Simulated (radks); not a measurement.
Results of a calculation; reference values are marked as such.
Spin polarisation of the 4f13 shell in the thulium ion Tm+. Start: [Xe] 4f(up 6.5, down 6.5) 6s(up 0.5, down 0.5); electrons of 4f are moved from spin down to spin up, other shells keep equal spins. Code: a radial shooting solver on a logarithmic mesh with Libxc functionals. Model: scalar-relativistic Kohn-Sham, BLYP, spin-polarised, spherical densities, finite nucleus; Fermi nuclear charge, rms radius of each element as measured or else 0.836 A^(1/3) + 0.57 fm.

moment (Bohr magnetons)  E - E(0) (eV)  e(4f up) (eV)  e(4f down) (eV)  6s down minus up (eV)  5p down minus up (eV)  5s down minus up (eV)
0                                0.000         -9.586           -9.586                  0.000                  0.000                 0.000
0.25                            -0.012         -9.680           -9.490                  0.008                  0.072                  0.102
0.5                             -0.047         -9.773           -9.394                  0.016                  0.144                  0.205
0.75                            -0.107         -9.864           -9.295                  0.023                  0.216                  0.307
1                               -0.190         -9.954           -9.196                  0.031                  0.287                  0.410

At moment 1 the spin-polarisation energy is -0.190 eV and the 4f exchange splitting 0.759 eV, that is 0.759 eV per Bohr magneton; E = -I m^2/4 would give I = 0.759 eV.
